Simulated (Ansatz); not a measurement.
One change: `C[S][Ti]([F])([F])[F]` becomes `C[S][Hf]([F])([F])[F]`.

Ansatz, PBE0-D4/def2-TZVP geometries, multiplicity 1. Each molecule was computed in one conformer, which needn't be the lowest. `C[S][Hf]([F])([F])[F]` holds a close contact that its SMILES doesn't draw: H···Hf 2.70 Å.

Elements past krypton have def2 core potentials. Scalar relativity is left out up to krypton.

```
                                        property  `C[S][Ti]([F])([F])[F]`
size of the dipole moment (B3LYP/def2-TZVPP) / D                     2.16
            HOMO–LUMO gap (PBE0/def2-TZVPP) / eV                     4.92
              LUMO energy (PBE0/def2-TZVPP) / eV                    -2.90
             HOMO–LUMO gap (PBE/def2-TZVPP) / eV                     2.75
               HOMO energy (PBE/def2-TZVPP) / eV                    -6.59
              HOMO energy (PBE0/def2-TZVPP) / eV                    -7.82
```

Q: Give the same properties after the change, and the shifts. (Estimate.)

A: Ansatz gave: 
| property | `C[S][Hf]([F])([F])[F]` | shift |
| --- | --- | --- |
| size of the dipole moment (B3LYP/def2-TZVPP) / D | 1.72 | -0.44 |
| HOMO–LUMO gap (PBE0/def2-TZVPP) / eV | 6.41 | 1.49 |
| LUMO energy (PBE0/def2-TZVPP) / eV | -1.20 | 1.70 |
| HOMO–LUMO gap (PBE/def2-TZVPP) / eV | 4.30 | 1.55 |
| HOMO energy (PBE/def2-TZVPP) / eV | -6.39 | 0.20 |
| HOMO energy (PBE0/def2-TZVPP) / eV | -7.61 | 0.21 |

With PBE0 the HOMO rises by 0.21 eV and the LUMO rises by 1.70 eV, so the gap widens by about 1.49 eV. PBE moves the HOMO by 0.20 eV and ωB97M-V by 0.19 eV. Dipoles are sizes alone; their direction can turn.

Positive LUMOs are unbound, so they and the gaps depend on the basis.

B3LYP here is the variant with VWN-RPA as its local correlation; programs differ in this.
